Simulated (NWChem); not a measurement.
Molecule: MgF2; SMILES [F][Mg][F]

Computed with NWChem. Pople sets run with spherical d functions. The geometry was optimised at B3LYP/6-31G* (spherical d).

For level TPSSh/6-31G*:

| Property | Result |
|---|---|
| highest occupied level (eV) | -8.59 |
| orbital gap (eV) | 6.91 |

Problem. Estimate the same quantities for level PBE/6-31G*.

Solution. 
| Item | Value |
|---|---|
| highest occupied level (eV) | -7.70 |
| orbital gap (eV) | 5.45 |
